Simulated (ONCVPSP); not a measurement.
**Before and after: ONCV potential for chromium**

- Element: chromium (Cr)
- Generator: ONCVPSP 4.0.1
- Type: optimised norm-conserving Vanderbilt (ONCV)
- Functional: LDA (Perdew-Wang 92)
- Relativity: scalar-relativistic
- Frozen core: [Ar]
- Valence charge: 6
- Reference configuration: 3d4 4s2
- Partial waves: 4s: rc 2.55 bohr, ncon 5, nbas 8, qcut 2 1/bohr, 2 projectors, debl 1.8 Ha; p scattering state at 0.29 Ha: rc 2.35 bohr, ncon 4, nbas 9, qcut 4.2 1/bohr, 2 projectors, debl 0.4 Ha; 3d: rc 1.95 bohr, ncon 3, nbas 8, qcut 9.4 1/bohr, local
- Local potential: the d channel
- Core correction: Teter function fitted to the true core (icmod 2), fcfact 0.4

In the p channel the program set the typed energies aside and used 0.050, 0.450 Ha.

Change: core correction polynomial model core, fcfact 0.7.

Cutoffs: the cutoffs (Ha) at which the residual kinetic energy of the hardest occupied pseudo-wave falls to 1 and 0.1 mHa per electron; they do not see the model core or the augmentation charge, which bear on the density cutoff. Errors are all-electron minus pseudo energies relative to the spin-unpolarised reference configuration.

**Question.** Predict the effect on cutoff, ghosts and configuration errors.

**Answer.** The potential gets neither clearly harder nor softer (29 Ha and 34 Ha → 29 Ha and 34 Ha); both files keep a bound ghost (p, s); of the 4 tests that both files solve, the error grows in 2 and shrinks in 0 by more than 15 % and 0.3 meV (median size 120.4 → 133.3 meV). A model core, the more so a compact one, raises the density cutoff, which this test does not measure.

```tsv
quantity	base	changed
cutoff, loose	29 Ha	29 Ha
cutoff, tight	34 Ha	34 Ha
bound ghosts	s, p	s, p
GHOST(+) flags under 300 eV	none	none
error for 3d5 4s1, meV [ΔE 0.05 eV]	-108	-118
error for 3d5 4s0, meV [ΔE 7.18 eV]	-159	-184
error for 3d4 4s0, meV [ΔE 23.53 eV]	-1.1	-28
error for 3d5 4s0.5, meV [ΔE 2.87 eV]	-133	-148
s: phases at 2.59 bohr within 0.05 rad from the reference energy up to (Ha; the scan ends near 5)	2.4	2.4
p: phases at 2.38 bohr within 0.05 rad from the reference energy up to (Ha; the scan ends near 5)	2.8	2.8
d: phases at 1.98 bohr within 0.05 rad from the reference energy up to (Ha; the scan ends near 5)	0.3	0.3
rms error of d²Exc/dni dnj with the model core, mHa	6.87	3.55
```

 A true bound ghost makes a file unfit for plane-wave use even where its test errors are small: the radial tests pick states by their node count and pass the ghost by.
